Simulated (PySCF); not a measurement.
Isomers of C7H8ClN, from PBE0-D3(BJ)/def2-SVP geometry optimisation, gas phase in PySCF. One conformer each, no zero-point energy, no frequencies.

**Question.** Which isomer lies lower at this level?
A. `[CH3:1][NH:2][c:3]1[cH:4][cH:5][c:6]([Cl:7])[cH:8][cH:9]1` with C1–N2–C3–C4 -9°: A = 4781, B = 676.0, C = 594.8 MHz, dipole 3.85 D
B. `[CH2:1]=[C:2]([CH3:3])/[CH:4]=[C:5](\[Cl:6])[CH2:7][C:8]#[N:9]` with C1–C2–C4–C5 180°, C4–C5–C7–C8 118°: A = 2447, B = 781.4, C = 644.6 MHz, dipole 4.20 D

**Answer.** A. That is 4-chloro-N-methylaniline, `CNc1ccc(Cl)cc1`, 42.9 kcal/mol below the other.

```csv
SMILES,mapped SMILES,E (Eh),relative (kcal/mol),relative (kJ/mol),dipole (D)
CNc1ccc(Cl)cc1,[CH3:1][NH:2][c:3]1[cH:4][cH:5][c:6]([Cl:7])[cH:8][cH:9]1,-785.61532,0.0,0.0,3.85
C=C(C)/C=C(\Cl)CC#N,[CH2:1]=[C:2]([CH3:3])/[CH:4]=[C:5](\[Cl:6])[CH2:7][C:8]#[N:9],-785.54697,42.9,179.5,4.20
```

As drawn, the lower has an aromatic ring and an N–H bond, which the higher lacks; the higher has a C≡N group and a C=C bond outside aromatic rings, which the lower lacks.
